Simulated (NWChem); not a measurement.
A series in which one site is exchanged, each optimised at PBE0/def2-SVP with NWChem, gas phase unless a solvent is named. All stand in one matching conformer (torsions within 35°), which need not be the lowest. Some are not confirmed as minima by frequencies. def2 effective core potentials on In; no spin-orbit coupling.

A: FB([AsH2])F (BAsH₂F₂; site = B)
B: [F][Ga]([F])[AsH2] (GaAsH₂F₂; site = Ga)
C: [F][In]([F])[AsH2] (InAsH$_{2}$F$_{2}$; site = In)
D: [F][Al]([AsH2])[F] (AlAsH2F2; site = Al)

Problem. Rank them by lowest singlet excitation, B3LYP/def2-SVPD, TDA (eV), lowest first.

Solution. C (5.37), D (5.74), B (5.85), A (6.13)
